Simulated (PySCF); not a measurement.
Job file and geometry (Å, from GFN2-xTB) of an NMR shielding run on SMILES NB(OCC)N1CCCC1, C6H15BN2O, GIAO PBE0/pcSseg-1 NMR shielding, non-relativistic, gas phase (PySCF); density fitting, a coarse starting grid and PySCF grid level 2 are the driver's defaults:

```
$ OMP_NUM_THREADS=1 python probes_run.py task.json out

{"job": {"kind": "nmr", "xc": "PBE0", "basis": "pcSseg-1"}, "charge": 0, "multiplicity": 1}
C      3.563454     1.444207     0.482607
C      2.846422     0.201356    -0.032721
O      1.462363     0.365268     0.127817
B      0.559380    -0.626584    -0.193642
N      0.945644    -1.883995    -0.722817
N     -0.801623    -0.323545     0.033809
C     -1.263998     0.951540     0.550244
C     -2.750471     0.990096     0.204726
C     -3.145240    -0.476852     0.347474
C     -1.924759    -1.207181    -0.217308
H      3.241770     2.317944    -0.077604
H      3.322757     1.600218     1.530723
H      4.638711     1.326356     0.375252
H      3.193014    -0.681531     0.526009
H      3.090511     0.046600    -1.095244
H      1.898069    -2.140843    -0.900690
H      0.288611    -2.598744    -0.968713
H     -0.693885     1.767103     0.102789
H     -1.122663     0.998725     1.639553
H     -2.888064     1.315476    -0.827103
H     -3.316005     1.648703     0.861081
H     -3.273493    -0.723419     1.402085
H     -4.060691    -0.728774    -0.184979
H     -2.044855    -1.376981    -1.297516
H     -1.775893    -2.181000     0.262032
```

Question: Write the output of this run.

Answer: 
```
coarse grid: 20112 points
cycle   1  E = -446.6073832655  dE =  1.327e+00  |g| = 7.483e-01  |ddm| = 4.258e+00
cycle   2  E = -446.5226722798  dE =  8.471e-02  |g| = 1.019e+00  |ddm| = 1.521e+00
cycle   3  E = -446.7252265235  dE = -2.026e-01  |g| = 1.171e-01  |ddm| = 9.536e-01
cycle   4  E = -446.7273677593  dE = -2.141e-03  |g| = 4.666e-02  |ddm| = 9.507e-02
cycle   5  E = -446.7277844269  dE = -4.167e-04  |g| = 1.056e-02  |ddm| = 3.528e-02
cycle   6  E = -446.7278056928  dE = -2.127e-05  |g| = 2.867e-03  |ddm| = 8.800e-03
cycle   7  E = -446.7278074167  dE = -1.724e-06  |g| = 5.755e-04  |ddm| = 2.171e-03
final grid: 192232 points
cycle   8  E = -446.7923913396  dE = -6.486e-05  |g| = 1.335e-02  |ddm| = 4.054e-02
cycle   9  E = -446.7923609646  dE =  3.037e-05  |g| = 1.838e-02  |ddm| = 2.122e-02
cycle  10  E = -446.7924296544  dE = -6.869e-05  |g| = 1.815e-03  |ddm| = 1.241e-02
cycle  11  E = -446.7924303227  dE = -6.682e-07  |g| = 3.043e-04  |ddm| = 1.594e-03
cycle  12  E = -446.7924303389  dE = -1.622e-08  |g| = 9.039e-05  |ddm| = 2.736e-04
cycle  13  E = -446.7924303406  dE = -1.689e-09  |g| = 2.255e-05  |ddm| = 1.004e-04
cycle  14  E = -446.7924303407  dE = -1.168e-10  |g| = 5.545e-06  |ddm| = 2.202e-05
converged SCF energy = -446.7924303407

GIAO shielding tensors (ppm)
atom      isotropic    diamagn.    paramagn.     s11        s22        s33       span
  0 C      167.074     245.435     -78.360    150.168    165.259    185.796     35.627
  1 C      124.983     243.042    -118.060     98.001    109.939    167.008     69.007
  2 O      246.222     402.518    -156.296    164.201    282.476    291.991    127.790
  3 B       81.406     199.658    -118.252     66.547     83.118     94.554     28.007
  4 N      223.559     320.259     -96.701    203.872    222.890    243.914     40.043
  5 N      194.995     328.638    -133.644    151.241    155.023    278.720    127.479
  6 C      136.893     243.194    -106.301    108.967    137.845    163.867     54.899
  7 C      156.474     251.698     -95.225    135.914    165.505    168.002     32.087
  8 C      156.185     252.402     -96.218    132.175    166.268    170.112     37.936
  9 C      138.287     243.258    -104.971    110.212    135.991    168.658     58.446
 10 H       30.167      29.542       0.625     26.436     28.654     35.413      8.977
 11 H       30.189      29.505       0.684     26.499     28.679     35.389      8.890
 12 H       30.767      25.963       4.803     26.583     27.858     37.859     11.277
 13 H       27.878      30.785      -2.907     22.460     28.782     32.393      9.933
 14 H       27.835      30.826      -2.990     22.557     28.447     32.502      9.944
 15 H       29.927      33.127      -3.200     22.345     27.995     39.442     17.097
 16 H       30.004      33.839      -3.835     22.270     29.021     38.721     16.451
 17 H       28.030      32.902      -4.873     22.113     29.045     32.930     10.817
 18 H       28.533      32.344      -3.811     22.940     27.350     35.307     12.367
 19 H       30.075      31.625      -1.550     25.513     27.905     36.806     11.293
 20 H       29.966      29.797       0.169     25.427     27.072     37.399     11.972
 21 H       29.897      30.861      -0.964     25.223     27.691     36.777     11.554
 22 H       29.831      28.970       0.861     25.316     26.931     37.247     11.931
 23 H       28.536      31.230      -2.694     22.952     27.460     35.195     12.243
 24 H       28.573      30.991      -2.418     23.415     28.390     33.915     10.499
```

Size and cost of the density-fitted run: 245 basis functions, 2.5 min wall time on 1 thread of an Intel Xeon, shared host; peak memory 1.1 GiB.
